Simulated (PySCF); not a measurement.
Te(SiH3)2 (H6Si2Te), SMILES [SiH3][Te][SiH3]. Geometry: B3LYP-D3(BJ)/def2-SVP. The def2 effective core potentials stand for the cores of Te; spin–orbit coupling is left out.

**Question.** Give the equilibrium geometry at B3LYP-D3(BJ)/def2-SVP (PySCF confirms it by a frequency run) as a Z-matrix, and its point group. (The exact figures need the calculation; the answer reports its results.)

**Answer.** point group C2v.
```
Te
Si 1 2.5247
H 2 1.4888 1 106.57
H 2 1.4903 3 110.00 1 -120.01
H 2 1.4903 3 110.00 4 -119.98
Si 1 2.5247 2 91.83 3 180.00
H 6 1.4888 1 106.57 2 180.00
H 6 1.4903 7 110.00 1 120.01
H 6 1.4903 7 110.00 8 119.98
```
Charge 0, spin multiplicity 1.
